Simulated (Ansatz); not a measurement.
Molecular dynamics of BH$_{5}$OSi$_{2}$

The input (input.yaml):

```yaml
crystal:
  periodic: [false, false, false]
  atoms:
    - { symbol: O, position_ang: [-0.270447, 1.919304, -1.7431] }
    - { symbol: B, position_ang: [-0.482721, 1.157684, -0.657319] }
    - { symbol: Si, position_ang: [0.659348, -0.469924, -0.309059] }
    - { symbol: Si, position_ang: [0.289254, -1.652857, 1.431471] }
    - { symbol: H, position_ang: [-0.850522, 2.660616, -1.827043] }
    - { symbol: H, position_ang: [-1.358845, 1.439916, 0.121545] }
    - { symbol: H, position_ang: [1.751848, -0.874763, -1.216922] }
    - { symbol: H, position_ang: [1.042953, -2.862039, 1.810453] }
    - { symbol: H, position_ang: [-0.780867, -1.317937, 2.389972] }
basis:
  gaussian: { orbitals: def2-SVP }
hamiltonian:
  xc: hf
md:
  timestep: 0.5
  n_steps: 300
  ensemble: nvt_langevin
  temperature: 300.0
  initial_velocities: maxwell_boltzmann
  seed: 610395
  friction: 0.02
  masses: [{ species: H, mass: 3.016 }]
scf:
  lower_state_search: "off"
```

Run as:

```bash
$ ansatz run input.yaml --threads 1 --pin off --max-ram 2048MiB --backend cpu --events-out ev --progress --plain --runs-dir out
```

It starts from a relaxed structure.

Output, in part (one step line in 4, the closing report, with atoms numbered from 0):

```
md step     0: t =     0.00 fs  T =   266.7 K  F+E_penalty+E_count = -18504.72072998 eV  E_kin = 0.310224 eV  (21 SCF iters)
md step     4: t =     2.00 fs  T =   268.1 K  F+E_penalty+E_count = -18504.67938102 eV  E_kin = 0.311948 eV  (27 SCF iters)
md step     8: t =     4.00 fs  T =   231.2 K  F+E_penalty+E_count = -18504.61777979 eV  E_kin = 0.269009 eV  (26 SCF iters)
md step    12: t =     6.00 fs  T =   233.9 K  F+E_penalty+E_count = -18504.60109831 eV  E_kin = 0.272121 eV  (27 SCF iters)
md step    16: t =     8.00 fs  T =   266.1 K  F+E_penalty+E_count = -18504.58529530 eV  E_kin = 0.309587 eV  (28 SCF iters)
md step    20: t =    10.00 fs  T =   225.9 K  F+E_penalty+E_count = -18504.55554702 eV  E_kin = 0.262811 eV  (28 SCF iters)
md step    24: t =    12.00 fs  T =   206.2 K  F+E_penalty+E_count = -18504.50135292 eV  E_kin = 0.239882 eV  (27 SCF iters)
md step    28: t =    14.00 fs  T =   175.9 K  F+E_penalty+E_count = -18504.42004069 eV  E_kin = 0.204616 eV  (27 SCF iters)
md step    32: t =    16.00 fs  T =   124.0 K  F+E_penalty+E_count = -18504.36137125 eV  E_kin = 0.144220 eV  (16 SCF iters)
md step    36: t =    18.00 fs  T =   141.2 K  F+E_penalty+E_count = -18504.37673913 eV  E_kin = 0.164233 eV  (27 SCF iters)
md step    40: t =    20.00 fs  T =   169.1 K  F+E_penalty+E_count = -18504.42519590 eV  E_kin = 0.196775 eV  (27 SCF iters)
md step    44: t =    22.00 fs  T =   150.9 K  F+E_penalty+E_count = -18504.42946728 eV  E_kin = 0.175523 eV  (28 SCF iters)
md step    48: t =    24.00 fs  T =   183.2 K  F+E_penalty+E_count = -18504.42386886 eV  E_kin = 0.213090 eV  (28 SCF iters)
md step    52: t =    26.00 fs  T =   217.1 K  F+E_penalty+E_count = -18504.46827116 eV  E_kin = 0.252618 eV  (28 SCF iters)
md step    56: t =    28.00 fs  T =   223.4 K  F+E_penalty+E_count = -18504.48301038 eV  E_kin = 0.259852 eV  (28 SCF iters)
md step    60: t =    30.00 fs  T =   188.2 K  F+E_penalty+E_count = -18504.45690262 eV  E_kin = 0.218986 eV  (28 SCF iters)
md step    64: t =    32.00 fs  T =   213.6 K  F+E_penalty+E_count = -18504.46097793 eV  E_kin = 0.248496 eV  (28 SCF iters)
md step    68: t =    34.00 fs  T =   301.3 K  F+E_penalty+E_count = -18504.50773780 eV  E_kin = 0.350473 eV  (28 SCF iters)
md step    72: t =    36.00 fs  T =   359.1 K  F+E_penalty+E_count = -18504.53085034 eV  E_kin = 0.417707 eV  (28 SCF iters)
md step    76: t =    38.00 fs  T =   313.7 K  F+E_penalty+E_count = -18504.52588187 eV  E_kin = 0.364964 eV  (28 SCF iters)
md step    80: t =    40.00 fs  T =   334.0 K  F+E_penalty+E_count = -18504.51025349 eV  E_kin = 0.388521 eV  (27 SCF iters)
md step    84: t =    42.00 fs  T =   321.9 K  F+E_penalty+E_count = -18504.48634148 eV  E_kin = 0.374507 eV  (27 SCF iters)
md step    88: t =    44.00 fs  T =   324.8 K  F+E_penalty+E_count = -18504.48980013 eV  E_kin = 0.377845 eV  (28 SCF iters)
md step    92: t =    46.00 fs  T =   350.2 K  F+E_penalty+E_count = -18504.53678003 eV  E_kin = 0.407359 eV  (27 SCF iters)
md step    96: t =    48.00 fs  T =   370.0 K  F+E_penalty+E_count = -18504.59695131 eV  E_kin = 0.430411 eV  (27 SCF iters)
md step   100: t =    50.00 fs  T =   319.3 K  F+E_penalty+E_count = -18504.56060655 eV  E_kin = 0.371492 eV  (28 SCF iters)
md step   104: t =    52.00 fs  T =   246.4 K  F+E_penalty+E_count = -18504.49576110 eV  E_kin = 0.286704 eV  (27 SCF iters)
md step   108: t =    54.00 fs  T =   218.3 K  F+E_penalty+E_count = -18504.50166706 eV  E_kin = 0.253951 eV  (27 SCF iters)
md step   112: t =    56.00 fs  T =   226.5 K  F+E_penalty+E_count = -18504.52994932 eV  E_kin = 0.263533 eV  (27 SCF iters)
md step   116: t =    58.00 fs  T =   252.4 K  F+E_penalty+E_count = -18504.54964127 eV  E_kin = 0.293570 eV  (26 SCF iters)
md step   120: t =    60.00 fs  T =   241.6 K  F+E_penalty+E_count = -18504.55350341 eV  E_kin = 0.281010 eV  (26 SCF iters)
md step   124: t =    62.00 fs  T =   231.8 K  F+E_penalty+E_count = -18504.51813037 eV  E_kin = 0.269684 eV  (26 SCF iters)
md step   128: t =    64.00 fs  T =   188.2 K  F+E_penalty+E_count = -18504.45892328 eV  E_kin = 0.218953 eV  (16 SCF iters)
md step   132: t =    66.00 fs  T =   166.5 K  F+E_penalty+E_count = -18504.46722555 eV  E_kin = 0.193664 eV  (27 SCF iters)
md step   136: t =    68.00 fs  T =   251.7 K  F+E_penalty+E_count = -18504.51910998 eV  E_kin = 0.292840 eV  (26 SCF iters)
md step   140: t =    70.00 fs  T =   304.5 K  F+E_penalty+E_count = -18504.53892244 eV  E_kin = 0.354217 eV  (27 SCF iters)
md step   144: t =    72.00 fs  T =   304.3 K  F+E_penalty+E_count = -18504.52191197 eV  E_kin = 0.353960 eV  (28 SCF iters)
md step   148: t =    74.00 fs  T =   247.4 K  F+E_penalty+E_count = -18504.51345718 eV  E_kin = 0.287818 eV  (28 SCF iters)
md step   152: t =    76.00 fs  T =   276.8 K  F+E_penalty+E_count = -18504.53313673 eV  E_kin = 0.322040 eV  (28 SCF iters)
md step   156: t =    78.00 fs  T =   248.7 K  F+E_penalty+E_count = -18504.56204791 eV  E_kin = 0.289358 eV  (28 SCF iters)
md step   160: t =    80.00 fs  T =   202.5 K  F+E_penalty+E_count = -18504.58707694 eV  E_kin = 0.235556 eV  (28 SCF iters)
md step   164: t =    82.00 fs  T =   226.7 K  F+E_penalty+E_count = -18504.59112786 eV  E_kin = 0.263697 eV  (28 SCF iters)
md step   168: t =    84.00 fs  T =   216.9 K  F+E_penalty+E_count = -18504.59297533 eV  E_kin = 0.252319 eV  (28 SCF iters)
md step   172: t =    86.00 fs  T =   246.8 K  F+E_penalty+E_count = -18504.59095420 eV  E_kin = 0.287109 eV  (28 SCF iters)
md step   176: t =    88.00 fs  T =   215.5 K  F+E_penalty+E_count = -18504.53616336 eV  E_kin = 0.250730 eV  (28 SCF iters)
md step   180: t =    90.00 fs  T =   151.9 K  F+E_penalty+E_count = -18504.48764721 eV  E_kin = 0.176685 eV  (28 SCF iters)
md step   184: t =    92.00 fs  T =   141.5 K  F+E_penalty+E_count = -18504.46497136 eV  E_kin = 0.164601 eV  (28 SCF iters)
md step   188: t =    94.00 fs  T =   173.6 K  F+E_penalty+E_count = -18504.45853393 eV  E_kin = 0.201964 eV  (28 SCF iters)
md step   192: t =    96.00 fs  T =   174.3 K  F+E_penalty+E_count = -18504.48434416 eV  E_kin = 0.202759 eV  (28 SCF iters)
md step   196: t =    98.00 fs  T =   202.8 K  F+E_penalty+E_count = -18504.50544907 eV  E_kin = 0.235869 eV  (28 SCF iters)
md step   200: t =   100.00 fs  T =   199.8 K  F+E_penalty+E_count = -18504.46111241 eV  E_kin = 0.232431 eV  (28 SCF iters)
md step   204: t =   102.00 fs  T =   155.2 K  F+E_penalty+E_count = -18504.40819188 eV  E_kin = 0.180493 eV  (28 SCF iters)
md step   208: t =   104.00 fs  T =   206.7 K  F+E_penalty+E_count = -18504.46484330 eV  E_kin = 0.240517 eV  (27 SCF iters)
md step   212: t =   106.00 fs  T =   232.1 K  F+E_penalty+E_count = -18504.50121929 eV  E_kin = 0.270068 eV  (28 SCF iters)
md step   216: t =   108.00 fs  T =   246.2 K  F+E_penalty+E_count = -18504.49967925 eV  E_kin = 0.286461 eV  (27 SCF iters)
md step   220: t =   110.00 fs  T =   216.7 K  F+E_penalty+E_count = -18504.50907732 eV  E_kin = 0.252042 eV  (27 SCF iters)
md step   224: t =   112.00 fs  T =   256.4 K  F+E_penalty+E_count = -18504.51124400 eV  E_kin = 0.298235 eV  (27 SCF iters)
md step   228: t =   114.00 fs  T =   222.6 K  F+E_penalty+E_count = -18504.45702673 eV  E_kin = 0.258980 eV  (27 SCF iters)
md step   232: t =   116.00 fs  T =   209.5 K  F+E_penalty+E_count = -18504.49140025 eV  E_kin = 0.243739 eV  (27 SCF iters)
md step   236: t =   118.00 fs  T =   287.3 K  F+E_penalty+E_count = -18504.57365578 eV  E_kin = 0.334249 eV  (27 SCF iters)
md step   240: t =   120.00 fs  T =   363.9 K  F+E_penalty+E_count = -18504.55399531 eV  E_kin = 0.423298 eV  (27 SCF iters)
md step   244: t =   122.00 fs  T =   355.5 K  F+E_penalty+E_count = -18504.52917442 eV  E_kin = 0.413595 eV  (28 SCF iters)
md step   248: t =   124.00 fs  T =   450.1 K  F+E_penalty+E_count = -18504.56929744 eV  E_kin = 0.523611 eV  (28 SCF iters)
md step   252: t =   126.00 fs  T =   448.2 K  F+E_penalty+E_count = -18504.54474743 eV  E_kin = 0.521437 eV  (27 SCF iters)
md step   256: t =   128.00 fs  T =   351.6 K  F+E_penalty+E_count = -18504.45993935 eV  E_kin = 0.409063 eV  (28 SCF iters)
md step   260: t =   130.00 fs  T =   363.9 K  F+E_penalty+E_count = -18504.48937029 eV  E_kin = 0.423345 eV  (28 SCF iters)
md step   264: t =   132.00 fs  T =   356.4 K  F+E_penalty+E_count = -18504.51316488 eV  E_kin = 0.414610 eV  (27 SCF iters)
md step   268: t =   134.00 fs  T =   299.7 K  F+E_penalty+E_count = -18504.46934855 eV  E_kin = 0.348612 eV  (28 SCF iters)
md step   272: t =   136.00 fs  T =   289.3 K  F+E_penalty+E_count = -18504.42008720 eV  E_kin = 0.336567 eV  (28 SCF iters)
md step   276: t =   138.00 fs  T =   289.6 K  F+E_penalty+E_count = -18504.35924778 eV  E_kin = 0.336896 eV  (28 SCF iters)
md step   280: t =   140.00 fs  T =   244.0 K  F+E_penalty+E_count = -18504.27743887 eV  E_kin = 0.283890 eV  (28 SCF iters)
md step   284: t =   142.00 fs  T =   254.1 K  F+E_penalty+E_count = -18504.23729539 eV  E_kin = 0.295636 eV  (28 SCF iters)
md step   288: t =   144.00 fs  T =   291.9 K  F+E_penalty+E_count = -18504.30771777 eV  E_kin = 0.339631 eV  (28 SCF iters)
md step   292: t =   146.00 fs  T =   358.8 K  F+E_penalty+E_count = -18504.34522828 eV  E_kin = 0.417400 eV  (27 SCF iters)
md step   296: t =   148.00 fs  T =   331.1 K  F+E_penalty+E_count = -18504.27743660 eV  E_kin = 0.385144 eV  (28 SCF iters)
md step   300: t =   150.00 fs  T =   272.7 K  F+E_penalty+E_count = -18504.24592714 eV  E_kin = 0.317231 eV  (28 SCF iters)
Total energy: -18504.24592714 eV, -680.0184951942 hartree
Atom 0 at    -0.351054     2.079359    -1.729759 Å, force    -1.498153     1.831250    -2.059972 eV/Å
Atom 1 at    -0.523631     1.388211    -0.630982 Å, force    -0.248167    -1.792215     2.368949 eV/Å
Atom 2 at     0.346890    -0.524292    -0.511889 Å, force     0.320334     0.483972     0.038744 eV/Å
Atom 3 at     0.599210    -1.449274     1.444126 Å, force    -0.643476     0.662078    -0.755617 eV/Å
Atom 4 at    -1.023339     2.737059    -2.011392 Å, force     1.466169    -0.996795     0.990104 eV/Å
Atom 5 at    -1.208757     1.685618     0.380001 Å, force     0.380135     0.162019    -1.206783 eV/Å
Atom 6 at     1.313320    -0.906144    -1.576497 Å, force    -0.037679     0.059075     0.047776 eV/Å
Atom 7 at     1.077767    -2.757552     1.802060 Å, force     0.567041    -0.748028    -0.021780 eV/Å
Atom 8 at    -0.515604    -1.149652     2.325047 Å, force    -0.306206     0.338643     0.598579 eV/Å
Dipole moment:    -0.283416     0.402680    -0.165231 e Å
```

All steps were run. The mean temperature of the second half is 11 % below the set value. A run of 0.15 ps of so small a system gives no equilibrium averages.

The same pairs are bonded in the first frame and the last. Pairs count as bonded within 1.25 times the sum of covalent radii (0.12 Å more for H–H).

Last frame:

```xyz
9
Properties=species:S:1:pos:R:3
O -0.351 2.079 -1.730
B -0.524 1.388 -0.631
Si 0.347 -0.524 -0.512
Si 0.599 -1.449 1.444
H -1.023 2.737 -2.011
H -1.209 1.686 0.380
H 1.313 -0.906 -1.577
H 1.078 -2.758 1.802
H -0.516 -1.150 2.325
```

Time of the run: 6.8 min on 1 thread of Arm Neoverse V1, with other jobs on the host, peak memory 0.15 GiB.
